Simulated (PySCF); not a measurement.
Choosing a molecule for a target property.

All species are isolated and taken at one optimised geometry, non-relativistic unless stated. Electronic properties by PySCF.

The conformers computed, where there is a choice (atom-mapped SMILES and torsion angles):
- `[CH3:1][C:2](=[S:3])[C:4]([F:5])([F:6])[F:7]`: C1–C2–C4–F5 59°
- `[O:1]=[CH:2][c:3]1[cH:4][cH:5][cH:6][cH:7][c:8]1[S:9](=[O:10])(=[O:11])[Cl:12]`: O1–C2–C3–C4 7°, C7–C8–S9–O10 138°
- `[CH3:1][C:2]([CH3:3])([CH3:4])[CH2:5][n:6]1[cH:7][p:8][cH:9][n:10]1`: C1–C2–C5–N6 -56°, C2–C5–N6–C7 93°
- `[CH:1]#[C:2][C:3](=[O:4])[O:5][C:6]([F:7])([F:8])[F:9]`: C2–C3–O5–C6 180°, C3–O5–C6–F7 180°
- `[CH3:1][CH2:2][P@H:3](=[O:4])[c:5]1[cH:6][cH:7][cH:8][cH:9][c:10]1[F:11]`: C1–C2–P3–O4 -56°, C2–P3–C5–C6 119°

(1) Wanted: HOMO energy above -9 eV (PBE0/pcSseg-1) and smallest rotational constant above 0.8 GHz (GFN2-xTB), at GFN2-xTB geometries. Which candidate meets both?
A. `O=Cc1ccccc1S(=O)(=O)Cl`
B. `CC(C)(C)Cn1cpcn1`
C. `CC(=S)C(F)(F)F`
D. `C(F)(F)(OC(=O)C#C)F`

(2) Wanted: dipole moment below 2.6 D (PBE0/pcSseg-1) and HOMO–LUMO gap below 6 eV (PBE0/pcSseg-1), at GFN2-xTB geometries. Which candidate meets both?
A. `CC(=S)C(F)(F)F`
B. `O=Cc1ccccc1S(=O)(=O)Cl`
C. `CC[P@H](=O)c1ccccc1F`
D. `c1pcnn1CC(C)(C)C`

## Answers

(1) C. Computed values:
```
               species  HOMO energy  smallest rotational constant
   C(F)(F)(OC(=O)C#C)F     -9.30 eV                     0.950 GHz
O=Cc1ccccc1S(=O)(=O)Cl     -8.01 eV                     0.492 GHz
        CC(=S)C(F)(F)F     -7.23 eV                     1.453 GHz
      CC(C)(C)Cn1cpcn1     -6.84 eV                     0.635 GHz
```

(2) A. Computed values:
| species | dipole moment | HOMO–LUMO gap |
| --- | --- | --- |
| CC(=S)C(F)(F)F | 2.29 D | 4.20 eV |
| c1pcnn1CC(C)(C)C | 2.88 D | 6.39 eV |
| CC[P@H](=O)c1ccccc1F | 3.52 D | 6.51 eV |
| O=Cc1ccccc1S(=O)(=O)Cl | 4.97 D | 5.13 eV |
